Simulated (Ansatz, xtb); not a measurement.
Molecule: AsF$_{3}$, net charge -1, doublet state. 
Coordinates optimised at B3LYP-D3(BJ)/def2-TZVP (Ansatz, a quantum-chemistry and plane-wave program):
```xyz
4

F     -0.3173    -1.9221     0.0673
As    -0.2915     0.0205     0.0733
F      1.4415    -0.1014    -0.3623
F     -0.0553     1.9483     0.0263
```
Charge -1, spin multiplicity 2.

Harmonic wavenumbers from GFN2-xTB (xtb, at its own minimum), cm⁻¹: 33, 145, 248, 290, 354, 453.

Problem. Give the harmonic wavenumbers at B3LYP-D3(BJ)/def2-TZVP (Ansatz, finite differences of forces, unscaled).

Solution. 87, 188, 293, 406, 417, 601 cm⁻¹. Zero-point energy 2.8 kcal/mol.

Problem. From these and the geometry, give the ideal-gas thermochemistry at 298.15 K and 1 atm (rigid rotor, harmonic oscillator).

Solution. Point group C2v, rotational symmetry number 2. Rotational constants 10.04, 3.535, 2.614 GHz. S(trans) 40.54, S(rot) 24.28, S(vib) 9.71, S(elec, spin only) 1.38, S 75.9 cal/(mol K). H(298) - H(0) 3.95 kcal/mol; G - E(el) -15.8 kcal/mol.
